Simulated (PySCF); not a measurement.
IrSF₂ (quartet). Computed with UPBE0 in PySCF with Ir def2-SVP with ECP60, S def2-SVP, F def2-SVP; scalar-relativistic core potentials, no spin–orbit coupling; density-fitted integrals.

Harmonic bands of its minimum:

```json
{"ω (cm⁻¹)": "164", "IR (km/mol)": "0.0"}
{"ω (cm⁻¹)": "174", "IR (km/mol)": "4.9"}
{"ω (cm⁻¹)": "223", "IR (km/mol)": "2.8"}
{"ω (cm⁻¹)": "518", "IR (km/mol)": "1.4"}
{"ω (cm⁻¹)": "672", "IR (km/mol)": "29.5"}
{"ω (cm⁻¹)": "696", "IR (km/mol)": "151"}
```

**Question.** The central atom is Ir. Infer the point group and assign the bands.

**Answer.** C2v. The modes span 2b2 + b1 + 3a1: 164 b2, 174 b1, 223 a1, 518 a1, 672 a1, 696 b2. The computed geometry has Ir–F 1.864 Å (×2), Ir–S 2.098 Å; F–Ir–F 162.4°, F–Ir–S 98.8° (×2).

Only a few start shapes were tried, so a lower isomer may exist. With open d or f shells other occupations or spin states may lie lower. No spin–orbit coupling is included, which matters more the heavier the element.
